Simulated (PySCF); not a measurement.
Stepwise substitution at one centre (Ge SH-H). Isolated molecules, 0 K electronic values unless said otherwise. One relaxed conformer stands for each flexible species; it need not be the lowest. Strings in code marks are SMILES.

Method: PBE-D3(BJ)/def2-TZVP // r2SCAN-D4/def2-TZVP in PySCF. All candidates: neutral, multiplicity 1. Excitations are Tamm–Dancoff values on a coarser integration grid. The basis has no diffuse functions, so Rydberg states are missing or too high.

```
Item                   Result
-------------------  --------
HOMO–LUMO gap         4.09 eV
S1 excitation (TDA)   4.26 eV
LUMO                 -2.30 eV
```

Problem. Which member has these values?
A. `[SH][Ge]([SH])([SH])[SH]`
B. `[SH][GeH]([SH])[SH]`
C. `[SH][GeH2][SH]` (H–S–Ge–S torsion -145°, S–Ge–S–H torsion 59°)
D. `[SH][GeH3]`

Solution. A, `[SH][Ge]([SH])([SH])[SH]`. The others give `[SH][GeH2][SH]` (H–S–Ge–S torsion -145°, S–Ge–S–H torsion 59°): 4.78 eV, 4.98 eV, -1.37 eV; `[SH][GeH]([SH])[SH]`: 4.31 eV, 4.48 eV, -1.93 eV; `[SH][GeH3]`: 5.17 eV, 5.38 eV, -0.91 eV
